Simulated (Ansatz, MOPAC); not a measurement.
Pair of molecules: C2H4 (SMILES C=C) (first 6 atoms) with H4OSi (SMILES O[SiH3]); geometry from B3LYP-D3(BJ)/def2-TZVP, rigid monomers moved along the line of their centres of mass till C2···H9 is 2.21 Å.
(charge 0, multiplicity 1):
```xyz
12

C      0.636     0.577     0.249
C     -0.040    -0.560     0.147
H      0.164     1.491     0.590
H      1.686     0.641    -0.009
H      0.429    -1.473    -0.198
H     -1.092    -0.622     0.401
O      0.707    -0.502     3.160
Si    -0.608     0.236     3.825
H      0.783    -0.461     2.198
H     -0.639     1.690     3.521
H     -0.507     0.037     5.285
H     -1.880    -0.350     3.330
```

Monomers are frozen at their geometry in the pair; levels with a basis set take the counterpoise correction.

The state reached by PM6, PM7 isn't checked; PM7 holds dispersion and hydrogen-bond terms.

Programs: Ansatz (an electronic-structure program) with Gaussian orbitals; MOPAC for PM6, PM7 (differences of heats of formation). Each number belongs to the level named beside it.

One of these levels gives -0.2 kJ/mol for the interaction energy. Name it.
A) PM6
B) HF/aug-cc-pV(D+d)Z
C) PBE/def2-TZVPPD
D) PM7

D, PM7. The others give -2.8 (PM6), 6.4 (HF/aug-cc-pV(D+d)Z), -8.7 (PBE/def2-TZVPPD)
